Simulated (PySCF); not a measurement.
dimethyl selenide (C2H6Se), SMILES C[Se]C.

Geometry: PBE-D3(BJ)/def2-SVP.

Level of theory: HF/def2-TZVPD (PySCF).

Symmetry labels are those of the subgroup C2v that the program uses (full group C2v).

### Question
List the valence orbital energies around the gap with their symmetry. (The exact figures need the calculation; the answer reports its results.)

### Answer

| orbital | symmetry | energy (eV) |
|---|---|---|
| HOMO−7 | A1 | -21.44 |
| HOMO−6 | B2 | -16.03 |
| HOMO−5 | A1 | -15.98 |
| HOMO−4 | B1 | -15.42 |
| HOMO−3 | A2 | -15.27 |
| HOMO−2 | B1 | -12.66 |
| HOMO−1 | A1 | -11.33 |
| HOMO | B2 | -8.65 |
| LUMO | B1 | 1.57 |
| LUMO+1 | A1 | 1.59 |
| LUMO+2 | B2 | 2.01 |
| LUMO+3 | A1 | 2.04 |
